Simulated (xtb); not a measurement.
Be(SeH)(GeH3) (BeGeH4Se), SMILES [GeH3][Be][SeH]. All values are semi-empirical tight-binding results from xtb (GFN2-xTB unless named), good for trends rather than for accurate numbers. Geometry: GFN2-xTB. The structure was generated by enumeration; whether it is a known compound was not checked. One conformer was computed; it need not be the lowest.

For metal compounds this method's bond lengths and energies can be far off.

Computed properties:
- orbital gap = 3.61 eV
- zero-point energy = 18.7 kcal/mol
- G − E(el) at 298.15 K (modified RRHO) = -1.6 kcal/mol
